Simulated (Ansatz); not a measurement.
A search over several starts for the lowest SCF solution of the cluster Be3Se2 at the given spin, in a small basis.

```yaml
crystal:
  periodic: [false, false, false]
  atoms:
    - {symbol: Be, position_ang: [-0.697467, 0.579524, 0.006719]}
    - {symbol: Be, position_ang: [1.515780, 0.084116, -0.049912]}
    - {symbol: Be, position_ang: [0.195637, -1.506226, 0.033323]}
    - {symbol: Se, position_ang: [0.808174, 2.005286, -0.077912]}
    - {symbol: Se, position_ang: [-1.822124, -1.162710, 0.087793]}
basis:
  gaussian: {orbitals: def2-SVP}
magnetization: {spin_polarized: true, initial_magnetization: 0}
hamiltonian: {xc: pbe0, dispersion: d4}
output: {orbitals: {seedname: orbitals}}
```

```sh
$ ansatz run in.yaml --threads 4 --pin off --events-out ev --progress --plain --max-ram 3916MiB
```

It prints (some lines left out):

```
Functional definition: PBE0
998 factors; integrals over basis functions are off by at most 2.3e-4 eV
mean field evaluation 1: about -131870.4338 eV, gradient 1.1e1 eV
mean field evaluation 2: about -131870.2011 eV, gradient 1.4e1 eV
mean field evaluation 4: about -131871.4946 eV, gradient 6.0e-1 eV
mean field evaluation 8: about -131871.6168 eV, gradient 5.8e-2 eV
mean field evaluation 16: about -131871.6168 eV, gradient 3.2e-5 eV
mean field -131871.61678882 eV, -4846.1925311969 hartree, gradient 3.2e-5 eV, S^2 0.000000; 1 other end points of the search recorded, 0 dependent functions left out
reference -131871.61681742 eV, -4846.1925322477 hartree; 40, 40 occupied and 51, 51 virtual orbitals, 998 factors
Total energy: -131871.75906579 eV, -4846.1977597792 hartree
```

It took 2.7 s on 4 threads of Arm Neoverse V1 on a shared host.

The structure comes from a short search, and lower isomers may exist.
